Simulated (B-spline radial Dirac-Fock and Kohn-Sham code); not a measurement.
# Relative photoemission cross sections at 600 eV: 4s, 4p1/2, 4p3/2, Ga to Ta

Model: Dirac-Hartree-Slater photoionisation with all multipoles and Dirac-Fock thresholds. Program: a radial atomic solver. Cross sections are relative to C 1s, computed as 175.8 kb at this energy; β is from the dipole term. Free atoms in their tabulated ground configurations, whose changes along a row show as steps; without correlation, outer binding energies come out low.

```
 Z  element    σ 4s  σ 4p1/2  σ 4p3/2  β 4p3/2  binding 4p3/2 (eV)
31       Ga  0.0347  0.00383  0.00750     1.66                5.41
32       Ge  0.0426   0.0106   0.0209     1.66                6.81
36       Kr  0.0796   0.0712    0.141     1.66               13.01
38       Sr   0.108    0.107    0.214     1.66               27.33
40       Zr   0.136    0.138    0.280     1.65               37.33
43       Tc   0.180    0.186    0.381     1.63               52.09
46       Pd   0.219    0.226    0.470     1.60               59.40
48       Cd   0.250    0.259    0.548     1.57               78.27
49       In   0.266    0.275    0.589     1.55               90.23
50       Sn   0.281    0.292    0.631     1.54               102.6
54       Xe   0.345    0.355    0.806     1.45               156.8
56       Ba   0.376    0.383    0.896     1.39               197.9
57       La   0.391    0.396    0.941     1.36               217.0
58       Ce   0.400    0.401    0.969     1.33               227.6
59       Pr   0.403    0.400    0.982     1.30               230.1
60       Nd   0.409    0.402     1.01     1.26               240.6
61       Pm   0.414    0.403     1.03     1.22               251.2
62       Sm   0.418    0.402     1.05     1.18               261.8
63       Eu   0.421    0.399     1.06     1.14               272.4
64       Gd   0.427    0.399     1.09     1.08               291.6
65       Tb   0.423    0.390     1.10     1.04               294.1
66       Dy   0.421    0.383     1.11     0.99               305.1
67       Ho   0.419    0.375     1.12     0.93               316.2
68       Er   0.416    0.366     1.13     0.88               327.5
69       Tm   0.413    0.355     1.13     0.81               338.9
70       Yb   0.407    0.344     1.14     0.74               350.4
71       Lu   0.405    0.334     1.15     0.66               371.3
72       Hf   0.404    0.325     1.17     0.56               392.9
73       Ta   0.388    0.315     1.18     0.45               415.1
```
